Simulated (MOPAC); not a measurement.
MOPAC input (PM7):

```
PM7 1SCF UHF MS=0.5 GEO-OK AUX(PRECISION=9) THREADS=1
C3H4Cl

C    -1.97147400 1    0.00614500 1   -0.66257300 1
C    -0.75363000 1   -0.06505600 1   -1.11008600 1
C     0.64181400 1   -0.07852400 1   -0.75701300 1
Cl    0.89330900 1    0.05834200 1    1.07721600 1
H    -2.83343500 1   -0.02014300 1   -1.32057000 1
H    -2.16927000 1    0.09607000 1    0.40617000 1
H     1.18428200 1    0.76444300 1   -1.17982500 1
H     1.13190700 1   -1.00756900 1   -1.04042000 1
```

From the output:

```
                                                       MOPAC v23.2.5 Linux

          FINAL HEAT OF FORMATION =         43.77732 KCAL/MOL =     183.16430 KJ/MOL

          COSMO AREA              =        110.27 SQUARE ANGSTROMS
          COSMO VOLUME            =         95.52 CUBIC ANGSTROMS

          IONIZATION POTENTIAL    =          9.713134 EV
          ALPHA SOMO LUMO (EV)    =         -9.713  0.268
          BETA  SOMO LUMO (EV)    =        -10.736 -0.997
          NO. OF ALPHA ELECTRONS  =         12
          NO. OF BETA  ELECTRONS  =         11
          MOLECULAR WEIGHT        =         75.5176         POINT GROUP:  Cs

          MOLECULAR DIMENSIONS (Angstroms)

            Atom       Atom       Distance
            H     5   Cl     4     4.43217
            H     6    H     8     3.21142
            H     6    H     7     1.70874

          SCF CALCULATIONS        =          1

   ATOM   CHEMICAL          X               Y               Z
  NUMBER   SYMBOL      (ANGSTROMS)     (ANGSTROMS)     (ANGSTROMS)

     1       C         -1.97147400  *   0.00614500  *  -0.66257300  *
     2       C         -0.75363000  *  -0.06505600  *  -1.11008600  *
     3       C          0.64181400  *  -0.07852400  *  -0.75701300  *
     4      Cl          0.89330900  *   0.05834200  *   1.07721600  *
     5       H         -2.83343500  *  -0.02014300  *  -1.32057000  *
     6       H         -2.16927000  *   0.09607000  *   0.40617000  *
     7       H          1.18428200  *   0.76444300  *  -1.17982500  *
     8       H          1.13190700  *  -1.00756900  *  -1.04042000  *

                             CARTESIAN COORDINATES

   1    C       -1.971474000     0.006145000    -0.662573000
   2    C       -0.753630000    -0.065056000    -1.110086000
   3    C        0.641814000    -0.078524000    -0.757013000
   4   Cl        0.893309000     0.058342000     1.077216000
   5    H       -2.833435000    -0.020143000    -1.320570000
   6    H       -2.169270000     0.096070000     0.406170000
   7    H        1.184282000     0.764443000    -1.179825000
   8    H        1.131907000    -1.007569000    -1.040420000

           Empirical Formula: C3 H4 Cl  =     8 atoms

      MOLECULAR POINT GROUP   :   Cs

          ALPHA EIGENVALUES
 -28.46701 -26.06217 -24.06063 -18.53223 -16.11981 -15.92992 -14.93406 -13.80833
 -11.33364 -11.23174 -10.78955  -9.71313   0.26824   0.65865   3.59912   4.71461
   4.97766   5.40810   5.65410   6.16038  70.22806  70.29986  70.32406  70.74569
  70.75553

           BETA EIGENVALUES
 -28.24640 -25.81151 -23.65611 -18.29288 -15.84975 -15.54211 -14.64781 -13.61672
 -11.25490 -11.17621 -10.73639  -0.99708   0.91850   1.09584   3.81754   4.73230
   5.03280   5.57982   5.78016   6.26001  70.32168  70.37749  70.41917  70.76232
  70.77420

              NET ATOMIC CHARGES AND DIPOLE CONTRIBUTIONS

  ATOM NO.   TYPE          CHARGE      No. of ELECS.   s-Pop       p-Pop       d-Pop
    1          C          -0.350381        4.3504     1.08863     3.26175
    2          C          -0.021974        4.0220     1.17416     2.84781
    3          C          -0.154163        4.1542     1.09517     3.05899
    4         Cl          -0.179932        7.1799     1.98737     5.18702     0.00554
    5          H           0.177571        0.8224     0.82243
    6          H           0.186523        0.8135     0.81348
    7          H           0.171178        0.8288     0.82882
    8          H           0.171179        0.8288     0.82882
 DIPOLE           X         Y         Z       TOTAL
 POINT-CHG.    -0.306    -0.127    -1.726     1.758
 HYBRID         0.041     0.008     0.121     0.128
 SUM           -0.265    -0.118    -1.605     1.631

          ATOMIC ORBITAL ELECTRON POPULATIONS

     Atom    s        px        py        pz      x^2-y^2     xz        z^2       yz        xy
    1  C   1.08863   1.05806   1.08208   1.12161
    2  C   1.17416   0.95153   0.94243   0.95386
    3  C   1.09517   1.04195   1.16869   0.84835
    4 Cl   1.98737   1.97420   1.99412   1.21870   0.00036   0.00141   0.00290   0.00082   0.00005
    5  H   0.82243
    6  H   0.81348
    7  H   0.82882
    8  H   0.82882

                    (SZ)    =    0.500000
                    (S**2)  =    0.778912

          ATOMIC ORBITAL SPIN POPULATIONS

    Atom   Total    s     px     py     pz   x^2-y^2  xz     z^2    yz     xy
         Atomic
    1  C -0.1830 -0.009 -0.019 -0.150 -0.005
    2  C  1.0145  0.095  0.024  0.149  0.747
    3  C -0.0597  0.006 -0.012 -0.004 -0.050
    4 Cl  0.1220  0.000  0.011  0.000  0.111 -0.000 -0.000 -0.000 -0.000  0.000
    5  H  0.0308  0.031
    6  H  0.0608  0.061
    7  H  0.0073  0.007
    8  H  0.0073  0.007

 **********************
 *                    *
 * JOB ENDED NORMALLY *
 *                    *
 **********************

 == MOPAC DONE ==
```

The geometry given is a B3LYP-D3(BJ)/def2-TZVP minimum.
